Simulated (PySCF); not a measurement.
Isomers of C9H9P, from PBE0-D3(BJ)/def2-SVP geometry optimisation, gas phase in PySCF 2.14.0. One conformer each, no zero-point energy, no frequencies.

Question: Which is lower in electronic energy at this level?
A. `C#Cc1pcc(C)cc1C`: A = 2059, B = 890.3, C = 626.4 MHz, dipole 2.34 D
B. `Cc1cc2ccccc2[pH]1`: A = 2754, B = 857.8, C = 660.2 MHz, dipole 0.94 D

Answer: B. That is `CC1=CC2=CC=CC=C2P1`, 46.2 kcal/mol below the other.

```csv
SMILES,mapped SMILES,E (Eh),relative (kcal/mol),relative (kJ/mol),dipole (D)
Cc1cc2ccccc2[pH]1,[CH3:1][c:2]1[cH:3][c:4]2[cH:5][cH:6][cH:7][cH:8][c:9]2[pH:10]1,-688.84583,0.0,0.0,0.94
C#Cc1pcc(C)cc1C,[CH:1]#[C:2][c:3]1[p:4][cH:5][c:6]([CH3:7])[cH:8][c:9]1[CH3:10],-688.77223,46.2,193.3,2.34
```
